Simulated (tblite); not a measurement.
Species: C6H5O2S (doublet state).
Numbering: `[CH:1]#[C:2][C:3]1[C:4](=[O:5])[C@@H:6]([CH3:7])[S@@:8]1=[O:9]` (hydrogens: H10 on C1; H11 on C6; H12, H13, H14 on C7)

The geometry is computed with GFN2-xTB (gas phase). This method treats the open shell by occupation alone, without spin polarisation.

(1) What internal coordinates does the optimisation give?

Results:

(1) 
| bond | length (Å) | order |
| --- | --- | --- |
| C1≡C2 | 1.217 | triple |
| C2–C3 | 1.356 | single |
| C3–C4 | 1.446 | single |
| C4=O5 | 1.208 | double |
| C4–C6 | 1.524 | single |
| C6–C7 | 1.512 | single |
| C6–S8 | 1.886 | single |
| S8=O9 | 1.457 | double |
| C3–S8 | 1.821 | single |
| C1–H10 | 1.050 | single |
| C6–H11 | 1.091 | single |
| C7–H12, C7–H13, C7–H14 | 1.088 | single |

Bonds in one row agree within 0.01 Å and their mean is given. Orders are formal, as drawn. A selection of angles:
| angle | degrees |
| --- | --- |
| C1–C2–C3 | 177.8 |
| C2–C3–C4 | 133.4 |
| C2–C3–S8 | 131.1 |
| C4–C3–S8 | 95.5 |
| C3–C4–O5 | 131.7 |
| C3–C4–C6 | 98.5 |
| O5–C4–C6 | 129.8 |
| C4–C6–C7 | 116.3 |
| C4–C6–S8 | 90.3 |
| C7–C6–S8 | 114.8 |
| C6–S8–O9 | 111.1 |
| C3–S8–C6 | 74.7 |
| C3–S8–O9 | 110.6 |

Dihedral angles: C2–C3–C4–O5 10° (synperiplanar); C3–C4–C6–C7 -126° (anticlinal); C4–C6–S8–O9 113° (anticlinal); C2–C3–S8–C6 171° (antiperiplanar).

C4 (carbon bonded to 2 C and O) is planar (angles 131.7°, 129.8° and 98.5°, sum 360.0°, 0.00 Å off the plane of its three neighbours). The 4-membered ring C3–C4–C6–S8 has internal angles of 74.7° to 98.5° (sum 359°, against 360° for a flat polygon); it is slightly puckered (a soft mode that the optimisation may not have finished), 0.05 Å rms from its mean plane, widest ring torsion 9°. C3 (carbon bonded to 2 C and S) is planar (angles 133.4°, 131.1° and 95.5°, sum 360.0°, 0.01 Å off the plane of its three neighbours). The 2 C–S bonds span 1.821 Å (C3–S8, drawn single in one of several resonance forms) to 1.886 Å (C6–S8, drawn single), a spread of 0.065 Å. The 5 C–C bonds span 1.217 Å (C1≡C2, drawn triple) to 1.524 Å (C4–C6, drawn single), a spread of 0.307 Å. S8 (sulfur bonded to 2 C and O) is pyramidal (angles 111.1°, 110.6° and 74.7°, sum 296.4°, 0.77 Å off the plane of its three neighbours).

Point group: C1 (no symmetry element, even within 0.4 Å). Its GFN2-xTB frequencies are all real (lowest 38 cm⁻¹).

On an AMD EPYC with one thread, shared host, this took 1.3 s wall. This is the geometry optimisation.

One conformer stands for the species.
